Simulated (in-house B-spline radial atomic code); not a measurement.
Radial electron density of Nb2+, [Kr] 4d3. Computed with a radial B-spline atomic code at the basis-set limit: scalar-relativistic (X2C) B3LYP, spin-polarised, spherical fractional occupations, exact exchange averaged over the configuration, Fermi nucleus of rms radius 4.324 fm.

One-electron X2C: radii and densities carry no picture-change correction, so inner-shell <1/r> comes out high (for 1s by about 2 % at Z = 33, 5 % at 54, 10 % at 75, 30 % at 118) and <r> low.

Columns: r (bohr), 4πr²n(r) (electrons per bohr), bar.

```
 0.00134    1.713 #
 0.00164    2.394 ##
   0.002     3.31 ##
 0.00245    4.583 ###
   0.003    6.294 ####
 0.00367    8.553 ######
 0.00449    11.49 ########
  0.0055    15.26 ###########
 0.00673    19.89 ##############
 0.00823    25.37 ##################
  0.0101    31.65 ######################
  0.0123    37.99 ##########################
  0.0151    44.21 ###############################
  0.0185    49.08 ##################################
  0.0226    51.67 ####################################
  0.0276    51.51 ####################################
  0.0338    48.84 ##################################
  0.0414    45.23 ###############################
  0.0507    43.35 ##############################
   0.062    45.65 ################################
  0.0759    52.41 ####################################
  0.0928    60.26 ##########################################
   0.114     63.6 ############################################
   0.139    58.64 #########################################
    0.17    47.99 #################################
   0.208    39.79 ############################
   0.255    40.33 ############################
   0.312    46.18 ################################
   0.381    47.21 #################################
   0.467    37.93 ##########################
   0.571    23.77 ################
   0.699    13.57 #########
   0.855    10.42 #######
    1.05     10.4 #######
    1.28    9.203 ######
    1.57    6.284 ####
    1.92    3.404 ##
    2.35    1.532 #
    2.87   0.6029 
    3.51   0.1982 
     4.3  0.04913 
    5.26 0.008311 
    6.44 0.0008326
```

On this grid the curve has 3 maxima, near 0.0226, 0.114, 0.381 bohr.

The 4p down radial function P(r) = rR(r), positive near the nucleus:

| r (bohr) | P |
| --- | --- |
| 0.00164 | 0.001185 |
| 0.00245 | 0.002386 |
| 0.00367 | 0.004861 |
| 0.0055 | 0.009904 |
| 0.00823 | 0.01995 |
| 0.0123 | 0.03929 |
| 0.0185 | 0.07546 |
| 0.0276 | 0.1349 |
| 0.0414 | 0.2209 |
| 0.062 | 0.3079 |
| 0.0928 | 0.32 |
| 0.139 | 0.1435 |
| 0.208 | -0.2322 |
| 0.312 | -0.5145 |
| 0.467 | -0.252 |
| 0.699 | 0.4944 |
| 1.05 | 0.9898 |
| 1.57 | 0.7674 |
| 2.35 | 0.292 |
| 3.51 | 0.04942 |
| 5.26 | 0.002539 |
